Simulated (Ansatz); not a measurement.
Ligand exchange: Si(CH3)3F + GeH3(NH2) → Si(CH3)3(NH2) + GeH3F

Species: Si(CH3)3F, singlet; GeH3(NH2), singlet; Si(CH3)3(NH2), singlet; GeH3F (fluorogermane) `[F][GeH3]`, singlet. The partners trade F for NH2: Si–F and Ge–NH2 bonds give way to Si–NH2 and Ge–F.

Shapes, held fixed at every level: PBE0-D4/def2-TZVP. Flexible molecules stand in one conformer, not always the lowest. Programs: Ansatz 0.2.0. The zero-point and thermal change to 298 K, harmonic and unscaled (PBE0-D4/def2-TZVP), is -0.6 kJ/mol.

**Question.** Estimate ΔH(298 K) of this reaction.

**Answer.** The highest level, CCSD(T)/def2-TZVPP, gives ΔH(298 K) = +44.0 kJ/mol; the levels span +38.3 to +44.0. The column of differences is taken from that level and isn't an error. No measured value is set beside it here. Relativity is left out for Ge. Outer-core shells of Ge are correlated, in sets that cover them unevenly.

```tsv
level	kind	ΔH(298 K) (kJ/mol)	less CCSD(T)/def2-TZVPP
HF/def2-SVP	Hartree–Fock	+38.3	-5.7
r2SCAN-D4/def2-TZVPP	meta-GGA	+42.2	-1.8
wB97M-V/def2-TZVPP	range-separated hybrid	+40.9	-3.1
B2PLYP/def2-TZVPP	double hybrid	+42.8	-1.2
MP2/def2-SVP	perturbation theory	+38.3	-5.7
MP2/def2-TZVPP	perturbation theory	+42.9	-1.1
CCSD/def2-SVP	coupled cluster or CI	+38.8	-5.2
CCSD(T)/def2-TZVPP	coupled cluster or CI	+44.0	0.0
```
